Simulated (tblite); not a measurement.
Species: C₂B₂F₄.
Bonds: F1–B2, B2–F3, B2–C4, C4–C5 (triple), C5–B6, B6–F7, B6–F8.

Computed with GFN2-xTB (tblite), gas phase: L-BFGS steps from a force-field or distance-geometry start until the largest atomic force falls under 0.01 eV/Å.

At the end of the run (lengths in Å): B6–F7 1.312, B2–F3 1.312, F1–B2 1.312, B6–F8 1.312, B2–C4 1.523, C5–B6 1.522, C4≡C5 1.212, B2–C4–C5 179.9°, F1–B2–F3 115.6°, F1–B2–C4 122.2°.

**Question.** These geometries were met on the way; a selection of coordinates is given. Order them by energy above the end point, lowest first.
A. B6–F7 1.462, B2–F3 1.458, F1–B2 1.455, B6–F8 1.444, B2–C4 1.536, C5–B6 1.547, C4≡C5 1.221, B2–C4–C5 178.3°, F1–B2–F3 114.4°, F1–B2–C4 122.6°
B. B6–F7 1.267, B2–F3 1.259, F1–B2 1.262, B6–F8 1.273, B2–C4 1.586, C5–B6 1.570, C4≡C5 1.239, B2–C4–C5 174.4°, F1–B2–F3 119.9°, F1–B2–C4 121.1°
C. B6–F7 1.318, B2–F3 1.315, F1–B2 1.314, B6–F8 1.314, B2–C4 1.568, C5–B6 1.559, C4≡C5 1.204, B2–C4–C5 174.8°, F1–B2–F3 117.2°, F1–B2–C4 122.5°
D. B6–F7 1.389, B2–F3 1.378, F1–B2 1.375, B6–F8 1.375, B2–C4 1.575, C5–B6 1.569, C4≡C5 1.219, B2–C4–C5 176.9°, F1–B2–F3 117.6°, F1–B2–C4 121.6°
E. B6–F7 1.309, B2–F3 1.312, F1–B2 1.312, B6–F8 1.313, B2–C4 1.522, C5–B6 1.519, C4≡C5 1.211, B2–C4–C5 173.6°, F1–B2–F3 114.3°, F1–B2–C4 123.9°

**Answer.** E (0.049 eV), C (0.150 eV), B (0.434 eV), D (0.709 eV), A (1.673 eV).

```csv
step,E above end (eV),"rms distance from the end, all atoms (Å)",largest force (eV/Å),rms shift of all bonds from the end (Å)
5,0.049,0.442,0.205,0.002
3,0.150,0.450,1.572,0.022
2,0.434,0.445,4.194,0.048
1,0.709,0.470,2.758,0.057
0,1.673,0.488,3.970,0.109
```

Rows stand in the order of the answer.
